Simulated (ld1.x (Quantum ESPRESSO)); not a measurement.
An all-electron radial function and its pseudo partner (Yb)

Columns: radius, all-electron u(r) and pseudo u(r) of the 5d shell (level -3.39 eV) of ytterbium in the configuration [Kr] 4d10 4f14 5s2 5p6 5d0 6s1.5 6p0; PBE, scalar-relativistic, PAW scheme, ld1.x (Quantum ESPRESSO) 7.5.

| r (bohr) | all-electron | pseudo |
| --- | --- | --- |
| 0.175 | 0.0941 | 0.0008 |
| 0.350 | -0.1799 | 0.0059 |
| 0.525 | -0.1703 | 0.0193 |
| 0.700 | -0.0027 | 0.0435 |
| 0.875 | 0.1748 | 0.0796 |
| 1.050 | 0.3165 | 0.1270 |
| 1.225 | 0.4176 | 0.1835 |
| 1.400 | 0.4848 | 0.2455 |
| 1.575 | 0.5262 | 0.3088 |
| 1.750 | 0.5491 | 0.3688 |
| 1.925 | 0.5589 | 0.4215 |
| 2.100 | 0.5596 | 0.4638 |
| 2.275 | 0.5541 | 0.4937 |
| 2.450 | 0.5445 | 0.5108 |
| 2.625 | 0.5321 | 0.5163 |
| 2.800 | 0.5177 | 0.5121 |
| 2.975 | 0.5022 | 0.5010 |
| 3.150 | 0.4858 | 0.4858 |
| 3.325 | 0.4688 | 0.4688 |
| 3.500 | 0.4513 | 0.4513 |
| 3.675 | 0.4335 | 0.4335 |
| 3.850 | 0.4154 | 0.4154 |
| 4.025 | 0.3971 | 0.3971 |
| 4.200 | 0.3788 | 0.3788 |
| 4.375 | 0.3606 | 0.3606 |
| 4.550 | 0.3427 | 0.3427 |

**Question.** How many radial nodes do the two functions have?

**Answer.** The all-electron 5d function has n − l − 1 = 2; the pseudo-wave has 0, since the states of the same l below it are removed with the core.

**Question.** At about which radius was the pseudo-wave matched?

**Answer.** 3.50 bohr. The columns agree to 0.0005 from 3.15 bohr on; several derivatives are matched, so the curves merge somewhat inside the radius.

**Question.** Is the pseudo-wave norm-conserving?

**Answer.** No, it belongs to a PAW set: the norm inside the radius is not constrained, and the difference is carried by the augmentation charge.
